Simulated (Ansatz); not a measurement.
Input file for Ansatz (a program for electronic structure): R-B3LYP/def2-TZVPPD on GeH10Si2 (a complex), monomers drawn apart or pushed together. Files ending in .json are basis or fitting sets from the Basis Set Exchange.

Ansatz 0.2 input:
```yaml
crystal:
  periodic: [false, false, false]
  atoms:
    - {symbol: Ge, position_ang: [0.01233141, 0.13777355, 0.04474913]}
    - {symbol: H, position_ang: [-1.31819227, 0.71739864, -0.45656267]}
    - {symbol: H, position_ang: [0.68985238, 1.14778768, 0.98215662]}
    - {symbol: H, position_ang: [0.93404062, -0.14895454, -1.15010930]}
    - {symbol: H, position_ang: [-0.25299990, -1.16594684, 0.81128662]}
    - {symbol: Si, position_ang: [1.16016039, -0.06940080, 4.74473507]}
    - {symbol: Si, position_ang: [-1.17985047, -0.17233982, 4.62768119]}
    - {symbol: H, position_ang: [1.61813498, 1.33863245, 4.66267918]}
    - {symbol: H, position_ang: [1.78110544, -0.83764401, 3.64018871]}
    - {symbol: H, position_ang: [1.61957578, -0.64244132, 6.03407659]}
    - {symbol: H, position_ang: [-1.76989671, 0.44350310, 5.84164965]}
    - {symbol: H, position_ang: [-1.63123521, -1.58241791, 4.54413168]}
    - {symbol: H, position_ang: [-1.68687241, 0.55735297, 3.44103404]}
basis:
  gaussian:
    orbitals: def2-TZVPPD.json
hamiltonian:
  xc: {name: B3LYP}
scf: {lower_state_search: off}
```

The log:

```
WARN ansatz: RAYON_NUM_THREADS=1 ignored (pool sized by the plan → 1); use --threads N
Functional definition: B3LYP
these checks for a lower state are left out or cut short: stability, starts, cluster_reference, orbital_swaps, neighbouring_geometries, increment
integrals: 0.36 GiB planned
1634 factors; their error is unknown
mean field: 1.71 GiB planned
mean field evaluation 1: about -72437.7650 eV, gradient 2.4e1 eV
mean field evaluation 2: about -72438.5550 eV, gradient 2.0e1 eV
mean field evaluation 4: about -72438.8635 eV, gradient 7.3e-1 eV
mean field evaluation 8: about -72439.0653 eV, gradient 4.0e-1 eV
mean field evaluation 16: about -72439.0655 eV, gradient 2.0e-6 eV
mean field -72439.06552240 eV, -2662.0865569859 hartree, gradient 2.2e-6 eV, S^2 0.000000; 0 other end points of the search recorded, 0 dependent functions left out
reference -72439.06587755 eV, -2662.0865700374 hartree; 35, 35 occupied and 285, 285 virtual orbitals, 1634 factors
Total energy: -72439.06587755 eV, -2662.0865700374 hartree
Checks for a lower state left out: stability, starts, cluster_reference, orbital_swaps, neighbouring_geometries, increment
```

The run converged.

Cost: around 8 core-seconds (rough).
